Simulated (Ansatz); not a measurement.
Reactions of FH5N3Nb, SMILES `[NH]=[Nb]([NH2])([NH2])[F]`.

Isolated molecules relaxed with PBE0-D4/def2-TZVP in Ansatz; ΔE leaves out vibrations. CBS: MP2 limit from def2 TZ/QZ plus the TZ coupled-cluster correction, frozen cores. This one scheme is used for every species. Functionals use def2-TZVPP. def2 core potentials past Kr. For Nb, Sn outer-core shells are correlated without core-valence functions, which leaves a few kJ/mol of doubt a bond. One conformer a species, not always the lowest.

| reaction | CCSD(T)/CBS(def2) (kJ/mol) |
| --- | --- |
| `[NH]=[Nb]([NH2])([NH2])[F]` + NH₃ → `[NH]=[Nb]([NH2])([NH2])[NH2]` + H–F | ? |
| `[NH]=[Nb]([NH2])([NH2])[F]` + H–F → `[NH]=[Nb]([NH2])([F])[F]` + NH₃ | -81 |
| `[NH]=[Nb]([NH2])([NH2])[F]` + `[SH][SnH]([Cl])[Cl]` → `[NH]=[Nb]([NH2])([NH2])[Cl]` + `[F][SnH]([SH])[Cl]` | 24 |
| `[NH]=[Nb]([NH2])([NH2])[F]` + H₂O → `[NH]=[Nb]([NH2])([OH])[F]` + NH₃ | -48 |

**Question.** Fill in the missing values. (Estimate.)

**Answer.** Computed: `[NH]=[Nb]([NH2])([NH2])[F]` + NH₃ → `[NH]=[Nb]([NH2])([NH2])[NH2]` + H–F: +98.7 kJ/mol.

Largest T1 diagnostic: 0.020, for `[NH]=[Nb]([NH2])([OH])[F]`.
